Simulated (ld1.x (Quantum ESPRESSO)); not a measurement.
## potassium (K): variants of one ultrasoft potential

Base potential:

- Element: K (Z = 19)
- Generator: ld1.x (Quantum ESPRESSO) 7.5
- Type: ultrasoft
- Functional: LDA (PZ)
- Relativity: scalar-relativistic
- Frozen core: [Ne]
- Valence charge: 9
- Reference configuration: 3s2 3p6 3d0 4s0 4p1
- Partial waves: 3s (bound): rcut 2.30, rcutus 2.60 bohr; 4s (bound, empty): rcut 2.30, rcutus 2.60 bohr; 3p (bound): rcut 2.25, rcutus 2.55 bohr; 4p (bound): rcut 2.25, rcutus 2.55 bohr; 3d (bound, empty): rcut 3.40, rcutus 4.45 bohr; 3d channel at 0.9 Ry: rcut 3.40, rcutus 4.45 bohr
- Local potential: all-electron potential smoothed inside 2.20 bohr (lloc = -2)
- Core correction: none
- Augmentation charge: PSQ, radius 2.15 bohr

Cutoffs, loose and tight: the cutoffs (Ry, on a coarse ladder) from which the occupation-weighted sum of valence levels, in a spherical-Bessel basis at the reference potential, stays within 10 and 1 mRy of its value at 400 Ry. They do not see the model core or the augmentation charge, which bear on the density cutoff. Test errors are all-electron minus pseudo excitation energies from the reference, over the configurations 3s2 3p6 3d0 4s1 4p0; 3s2 3p6 3d0 4s0 4p0; 3s2 3p6 3d0 4s0.5 4p0; 3s2 3p6 3d0.5 4s0.5 4p0; 3s1 3p6 3d0 4s1 4p0; 3s2 3p5 3d0 4s1 4p0; 3s2 3p6 3d1 4s0 4p0 (two spin-polarised tests are not counted in the largest error). A dash means not determined; rows that change the core or the reference have their own tests. The largest error is taken over the tests solved by every variant that gives reliable tests at all: 3s2 3p6 3d0 4s0 4p0; 3s2 3p6 3d0 4s0.5 4p0; 3s2 3p6 3d0 4s1 4p0; 3s2 3p6 3d0.5 4s0.5 4p0.

Cutoffs are not given where the Bessel-basis levels miss the radial ones by over 6 mRy, ghosts where they miss by over 20 mRy; a channel whose overlap is not positive is not tested.

A file whose overlap is not positive is unfit for use, and its test errors describe a broken file.

| change | outcome | cutoff, loose | cutoff, tight | bound ghosts | largest test error (meV) |
| --- | --- | --- | --- | --- | --- |
| base | generated | 15 Ry | 21 Ry | none | -3.4 |
| all radii scaled by about 0.74 (s 1.92, p 1.90, d 3.30 bohr, rcut 1.70/1.66/2.52); local potential all-electron potential smoothed inside 1.64 bohr (lloc = -2); augmentation PSQ, radius 1.60 bohr | generated, overlap not positive | – | – | not determined (overlap not positive) | -3.5 |
| all radii scaled by about 0.91 (s 2.36, p 2.32, d 4.04 bohr, rcut 2.08/2.04/3.08); local potential all-electron potential smoothed inside 2.00 bohr (lloc = -2); augmentation PSQ, radius 1.96 bohr | generated | 15 Ry | 25 Ry | none | -0.6 |
| all radii scaled by about 0.94 (s 2.46, p 2.40, d 4.20 bohr, rcut 2.18/2.12/3.22); local potential all-electron potential smoothed inside 2.08 bohr (lloc = -2); augmentation PSQ, radius 2.04 bohr | generated | 15 Ry | 25 Ry | none | -1.5 |
| all radii scaled by about 1.10 (s 2.86, p 2.80, d 4.88 bohr, rcut 2.52/2.48/3.74); local potential all-electron potential smoothed inside 2.42 bohr (lloc = -2); augmentation PSQ, radius 2.36 bohr | generated | 12 Ry | 18 Ry | none | -13 |
| all radii scaled by about 1.16 (s 3.02, p 2.96, d 5.18 bohr, rcut 2.68/2.62/3.96); local potential all-electron potential smoothed inside 2.56 bohr (lloc = -2); augmentation PSQ, radius 2.50 bohr | generated | 12 Ry | 15 Ry | none | test run stopped at test 1 of 9 (negative rho) |
| all radii scaled by about 1.26 (s 3.28, p 3.22, d 5.62 bohr, rcut 2.90/2.84/4.30); local potential all-electron potential smoothed inside 2.78 bohr (lloc = -2); augmentation PSQ, radius 2.72 bohr | generated | 10 Ry | 15 Ry | none | test run stopped at test 1 of 9 (negative rho) |
| all radii scaled by about 1.30 (s 3.38, p 3.32, d 5.78 bohr, rcut 3.00/2.92/4.42); local potential all-electron potential smoothed inside 2.86 bohr (lloc = -2); augmentation PSQ, radius 2.80 bohr | generated | 10 Ry | 15 Ry | none | test run stopped at test 1 of 9 (negative rho) |
| all radii scaled by about 1.37 (s 3.56, p 3.48, d 6.08 bohr, rcut 3.14/3.08/4.64); local potential all-electron potential smoothed inside 3.00 bohr (lloc = -2); augmentation PSQ, radius 2.94 bohr | generated | 10 Ry | 12 Ry | none | test run stopped at test 1 of 9 (negative rho) |

What comes out with this change to the base: all radii scaled by about 0.81 (s 2.10, p 2.06, d 3.60 bohr, rcut 1.86/1.82/2.76); local potential all-electron potential smoothed inside 1.78 bohr (lloc = -2); augmentation PSQ, radius 1.74 bohr?

outcome: failed: chargeps: negative rho. Cause: the spherical valence density built from the smooth waves and the augmentation charge turned negative at some radius.

Reading the sweep of the scale of all radii (base = 1) (base included, trends over the rows without a ghost): The loose cutoff falls from 15 Ry at 0.91 to 10 Ry at 1.37. A larger radius leaves more room for a smooth pseudo-wave, so fewer plane waves are needed; a smaller one forces it to follow the all-electron wave where it bends sharply. The generation fails at 0.81.
